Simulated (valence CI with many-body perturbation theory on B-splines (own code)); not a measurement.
# E1 transitions of Si IX

Level of theory: relativistic CI+MBPT: four valence electrons over a frozen Dirac-Fock core [He], radial functions for each j: 11 s, 11 p, 10 d, 8 f, 5 g, 2 h, with the one-electron correlation potential Σ1 (screened to all orders), the two-electron term Σ2, the three-electron term Σ3, Breit, model QED; selected single and double excitations, second order for the rest, scaled by the run's own slope (own B-spline code, finite nucleus).

No measured spectrum was set against this ion. As an estimate, levels of excited configurations hold to 0.05 to 0.15 % of their energy, terms of the ground configuration to about 0.5 %. Among the levels kept, up to 1500 cm⁻¹ of a level comes from second order outside the variational space, and about a tenth of that is noise between levels of different J, which matters for small intervals.

Lines 1 to 50 of 505 in falling wavelength, among levels below 2265700 cm⁻¹, chosen from the strongest by gf and those to the six lowest levels. Wavelengths and rates use the calculated energies, so an error of 200 cm⁻¹ moves a line at 3801 Å by 0.76 % and its rate by three times that or more. Electric multipoles are in the length gauge, E1 and E2 with the static RPA response of the core. Weak lines are less certain than strong ones. Lines between different terms over intervals too small for the method are left out, as are lines whose strength nearly cancels. Where a level lies close to another of its J and parity, the split of strength between their lines is uncertain. The highest levels of a list are the least certain.

Names give the largest LS component (configuration and term), which can be under half, so a name can repeat, a term be missing and a line seem to break the LS rules; names also repeat where a configuration has a term twice. Letters in brackets count levels of one name in rising energy.

```tsv
λ vac (Å)	Upper	Lower	A (s⁻¹)	S (a.u.) with core polarisation	S without
3801	2s2 2p 4p 3S_1	2s2 2p 4s 1P°_1	2.71e+07	2.21e+00	2.21e+00
3551	2s2 2p 4d 3D°_2	2s2 2p 4p 3P_1	1.48e+07	1.64e+00	1.64e+00
3432	2s2 2p 4p 1P_1	2s2 2p 4s 3P°_1	4.52e+07	2.70e+00	2.70e+00
3412	2s2 2p 4d 3F°_4	2s2 2p 4p 3D_3	9.26e+07	1.63e+01	1.63e+01
3400	2s2 2p 4d 3F°_3	2s2 2p 4p 3D_2	8.40e+07	1.14e+01	1.14e+01
3369	2s2 2p 4d 3D°_1	2s2 2p 4p 3P_0	5.11e+07	2.89e+00	2.89e+00
3218	2s2 2p 4d 3F°_2	2s2 2p 4p 1P_1	7.70e+07	6.33e+00	6.33e+00
3163	2s2 2p 4d 1D°_2	2s2 2p 4p 3D_1	9.05e+07	7.06e+00	7.06e+00
3103	2s2 2p 4p 3D_3	2s2 2p 4s 3P°_2	1.11e+08	1.14e+01	1.14e+01
3100	2s2 2p 4d 3D°_2	2s2 2p 4p 3S_1	7.06e+07	5.19e+00	5.19e+00
2985	2s2 2p 4p 3D_2	2s2 2p 4s 3P°_1	1.03e+08	6.75e+00	6.75e+00
2952	2s2 2p 4p 3D_1	2s2 2p 4s 3P°_0	9.33e+07	3.55e+00	3.55e+00
2783	2s2 2p 4p 3P_1	2s2 2p 4s 3P°_2	1.31e+08	4.19e+00	4.19e+00
2763	2s2 2p 4d 3D°_2	2s2 2p 4p 3D_2	2.71e+07	1.41e+00	1.41e+00
2704	2s2 2p 4p 3P_2	2s2 2p 4s 3P°_2	1.57e+08	7.67e+00	7.67e+00
2672	2s2 2p 4p 3S_1	2s2 2p 4s 3P°_1	6.13e+07	1.73e+00	1.73e+00
2617	2s2 2p 4p 3P_0	2s2 2p 4s 3P°_1	1.92e+08	1.70e+00	1.70e+00
2580	2s2 2p 4d 3D°_1	2s2 2p 4p 1P_1	5.00e+07	1.27e+00	1.27e+00
2434	2s2 2p 4p 1D_2	2s2 2p 4s 1P°_1	2.01e+08	7.15e+00	7.15e+00
2177	2s2 2p 4p 1S_0	2s2 2p 4s 1P°_1	3.32e+08	1.69e+00	1.69e+00
1856	2s2 2p 3p 1P_1	2s2 2p 3s 1P°_1	9.25e+07	8.75e-01	8.75e-01
1799	2p3 3p 3P_2	2p3 3s 3S°_1	1.09e+08	1.56e+00	1.56e+00
1799	2p3 3p 3P_1	2p3 3s 3S°_1	1.12e+08	9.68e-01	9.69e-01
1747	2s 2p2 3p 1D°_2 [a]	2s 2p2 3s 1D_2	9.39e+07	1.24e+00	1.24e+00
1559	2s2 2p 3d 1P°_1	2s2 2p 3p 1S_0	1.30e+08	7.29e-01	7.29e-01
1498	2s 2p2 3p 1F°_3	2s 2p2 3s 1D_2	2.51e+08	2.92e+00	2.92e+00
1496	2s 2p2 3p 3D°_3 [a]	2s 2p2 3s 3P_2 [a]	2.43e+08	2.81e+00	2.81e+00
1480	2s 2p2 3p 3D°_2 [a]	2s 2p2 3s 3P_1 [a]	2.06e+08	1.65e+00	1.65e+00
1476	2s 2p2 3p 3D°_1 [a]	2s 2p2 3s 3P_0 [a]	1.55e+08	7.36e-01	7.37e-01
1471	2s 2p2 3d 5P_3	2s 2p2 3p 5S°_2	1.25e+08	1.37e+00	1.37e+00
1458	2s 2p2 3d 3D_3 [b]	2s 2p2 3p 3P°_2 [b]	1.12e+08	1.20e+00	1.20e+00
1443	2s 2p2 3d 5P_2	2s 2p2 3p 5S°_2	1.33e+08	9.90e-01	9.90e-01
1424	2s 2p2 3d 5P_1	2s 2p2 3p 5S°_2	1.66e+08	7.09e-01	7.09e-01
1387	2s2 2p 4d 3F°_4	2s 2p2 3d 3D_3 [d]	8.36e+07	9.91e-01	9.91e-01
1368	2s 2p2 3d 3F_4 [b]	2s 2p2 3p 3D°_3 [b]	2.23e+08	2.54e+00	2.54e+00
1368	2s 2p2 3p 3D°_1 [c]	2s 2p2 3s 1S_0	1.83e+08	6.94e-01	6.94e-01
1367	2s 2p2 3p 1P°_1 [a]	2s 2p2 3s 1D_2	2.91e+08	1.10e+00	1.10e+00
1363	2s 2p2 3d 1F_3 [b]	2s 2p2 3p 1D°_2 [b]	2.86e+08	2.51e+00	2.50e+00
1360	2s 2p2 3d 3F_3 [b]	2s 2p2 3p 3D°_2 [b]	2.08e+08	1.81e+00	1.81e+00
1359	2s 2p2 3p 1P°_1 [b]	2s 2p2 3s 3P_0 [b]	2.35e+08	8.74e-01	8.74e-01
1356	2s 2p2 3d 3F_2 [b]	2s 2p2 3p 3D°_1 [b]	1.98e+08	1.22e+00	1.22e+00
1323	2p3 3p 5P_1	2p3 3s 5S°_2	4.55e+08	1.56e+00	1.56e+00
1314	2p3 3p 5P_2	2p3 3s 5S°_2	4.64e+08	2.60e+00	2.60e+00
1304	2s 2p2 3p 3D°_3 [c]	2s 2p2 3s 3P_2 [b]	3.56e+08	2.72e+00	2.72e+00
1304	2s 2p2 3d 1D_2 [c]	2s 2p2 3p 1P°_1 [c]	3.53e+08	1.93e+00	1.93e+00
1301	2p3 3p 5P_3	2p3 3s 5S°_2	4.80e+08	3.65e+00	3.66e+00
1295	2s 2p2 3p 3D°_2 [c]	2s 2p2 3s 3P_1 [b]	3.30e+08	1.77e+00	1.77e+00
1293	2s 2p2 3d 3F_2 [c]	2s 2p2 3p 3D°_1 [c]	1.28e+08	6.83e-01	6.83e-01
1276	2s 2p2 3p 5D°_3	2s 2p2 3s 5P_3	1.08e+08	7.73e-01	7.73e-01
1272	2s 2p2 3d 3F_4 [c]	2s 2p2 3p 3D°_3 [c]	3.41e+08	3.11e+00	3.11e+00
```
